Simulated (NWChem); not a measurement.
Molecule: HSeOCl; SMILES Cl[Se]O

```xyz
4

Se     0.4126     0.4706     0.0041
Cl    -0.1920    -1.6345     0.0079
O     -1.1584     1.3032     0.0702
H     -1.4970     1.3622    -0.8347
```
Atoms are numbered in this order, from 1.

Program: NWChem. Geometry: optimised at PBE0/def2-SVP. Ions are spin-unrestricted doublets at the neutral geometry; other ion states weren't tried.

Predict the results for PBE0/def2-SVP. Quantities: vertical ionisation energy, ΔSCF (eV); −ε(HOMO) (eV).


```
Quantity                               Result
-------------------------------------  ------
vertical ionisation energy, ΔSCF (eV)    9.24
−ε(HOMO) (eV)                            6.70
```
